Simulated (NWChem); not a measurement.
System: CH2ClFO2Si; SMILES Cl[Si@H](F)OC=O

NWChem input:

```
start job
memory heap 200 mb stack 900 mb global 1100 mb
geometry units angstroms noautosym nocenter noautoz
  O      0.777230    -2.242997    -0.419122
  C     -0.070959    -2.074001     0.417886
  O     -0.738045    -0.910744     0.611829
  Si    -0.460729     0.427400    -0.374919
  F     -1.647713     1.419476     0.020060
  Cl     1.315854     1.314828     0.108477
  H     -0.416197    -2.835624     1.130394
  H     -0.533074     0.109649    -1.804250
end
basis spherical
  * library 6-31g*
end
dft
  xc b3lyp
  iterations 150
end
cosmo
  do_cosmo_smd true
  solvent water
end
task dft energy
```

Coordinates come from a B3LYP/6-31G* (spherical d) optimisation. B3LYP is NWChem's, with the RPA form of VWN correlation. Solvent: water.

Level: B3LYP/6-31G* with SMD (1 M gas to 1 M solution), gas-phase geometry. Reactions with the solvent are ignored.

Question: Give the results of this calculation. (B3LYP/6-31G* (spherical d), SMD on the gas-phase geometry.) Quantities: solvation free energy (kcal/mol); cavity-dispersion-structure term (kcal/mol); dipole in solution (D).

Answer: 
```json
{
 "solvation free energy (kcal/mol)": "-1.2",
 "cavity-dispersion-structure term (kcal/mol)": "4.8",
 "dipole in solution (D)": "2.01"
}
```
